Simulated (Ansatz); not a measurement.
Reaction (formal exchange of groups at the Si–O bond): `O[SiH](F)[SeH]` + CH₄ → `C[SiH](F)[SeH]` + H₂O

Computed with Ansatz on PBE0-D4/def2-TZVP structures; ΔE is electronic, products minus reactants. CCSD(T)/CBS is the MP2 limit (def2-TZVPP, def2-QZVPP) plus CCSD(T) − MP2 in def2-TZVPP, frozen cores. This one scheme is used for every species. DFT in def2-TZVPP. B3LYP here is the variant with VWN-RPA as its local correlation; programs differ in this. HSE06 is defined as in plane-wave codes. For Se outer-core shells are correlated without core-valence functions, which leaves a few kJ/mol of doubt a bond. Scalar relativity is left out up to krypton. One conformer a species, not always the lowest.

```
         level  ΔE (kcal/mol)  difference from CCSD(T)/CBS
       PBE0-D4           24.7                         -0.8
      B3LYP-D4           27.0                          1.5
    r2SCANh-D4           26.9                          1.4
       ωB97X-V           26.3                          0.8
       ωB97M-V           26.3                          0.8
       r2SCANh           27.0                          1.5
         HSE06           25.2                         -0.3
       LC-ωPBE           25.7                          0.2
   HF/def2-SVP           27.6                          2.1
CCSD/CBS(def2)           25.8                          0.3
   CCSD(T)/CBS           25.5                            0
```

Largest T1 diagnostic among the species: 0.011.

Leaving LDA and LC-ωPBE aside and taking each functional with its dispersion term where it has one, the values, not all of them listed here, spread over 3.8 kcal/mol, from revPBE-D4 to BHLYP-D4. In def2-TZVPP, CCSD(T) changes the Hartree–Fock value by −3.7 kcal/mol (the triples alone add −0.3 kcal/mol) and MP2 by −3.4 kcal/mol. From BLYP to BHLYP (50 % exact exchange), in def2-TZVPP and without D4, ΔE moves by +1.0 kcal/mol.
